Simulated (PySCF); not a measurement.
Compounds:

A. `C=C[C@](F)([SiH3])[SiH2]C#N`
B. `InChI=1S/C5H5F3O2/c6-4(5(7)8)3-10-2-1-9/h1H,2-3H2`
C. `C/C=C(Cl)\C=C(/C)F`

Spectrum 1. 1H NMR (400 MHz, computed): δ 6.30 (m, 1H), 5.89 (q, 1H), 2.39 (m, 3H), 1.90 (d, 3H). 13C{1H} NMR (computed): δ 176.6 (C), 134.9 (C), 134.4 (CH), 109.8 (CH), 20.7 (CH3), 18.1 (CH3).

Spectrum 2. 1H NMR (400 MHz, computed): δ 6.56 (m, 1H), 5.71 (m, 1H), 5.59 (m, 1H), 4.66 (m, 1H), 4.35 (m, 1H), 4.20 (m, 3H). 13C{1H} NMR (computed): δ 143.2 (CH), 123.3 (C), 115.4 (CH2), 98.4 (C).

Spectrum 3. 1H NMR (400 MHz, computed): δ 9.83 (t, 1H), 5.02 (m, 2H), 4.55 (d, 2H). 13C{1H} NMR (computed): δ 204.6 (CH), 168.7 (C), 140.5 (C), 78.7 (CH2), 66.7 (CH2).

PySCF 2.14.0 with density-fitted response routines calculation with structure optimised with GFN2-xTB and shieldings: GIAO PBE0/pcSseg-1; non-relativistic Hamiltonian, one conformer, no solvent model, fast rotation and ring inversion assumed for equivalent nuclei.

Scale: 1H, 13C against TMS (reference shieldings calculated alike). Splittings of carbon signals by F and P are missing where no couplings were computed. Where no couplings were computed, multiplicities follow the n + 1 count of equivalent neighbours, and m marks all less simple cases (inequivalent or close neighbours, rings, F or P nearby). Shifts are as computed. Against solution values, carbons near 30 ppm lie about +3 ppm off and those near 130 ppm about +5 ppm; carbons on Cl a further +6 ppm (rms about the fit 2.1 ppm; single classes can miss by 10 ppm). Of 1328 compounds with measured shifts, 309 miss one by over three times the rms of a fit or turn the order of signals round; such compounds aren't used in these exercises. Signals without a measured value on file couldn't be tested in this way; 1H shifts scatter by 0.2 ppm about their fit, and single ones miss by 0.5 ppm. Carbons bonded to Cl come out too deshielded.

Which spectrum belongs to which compound?

Results:

1–C, 2–A, 3–B.

- Spectrum 1 (C): 6 13C signals; δC 134.9 is a fully substituted alkene carbon; δC 134.4 is an alkene CH.
- Spectrum 2 (A): 4 13C signals; δC 143.2 is an alkene CH; δC 123.3 is a nitrile carbon.
- Spectrum 3 (B): 5 13C signals; δC 204.6 is an aldehyde carbonyl carbon; δC 140.5 is a fully substituted alkene carbon.
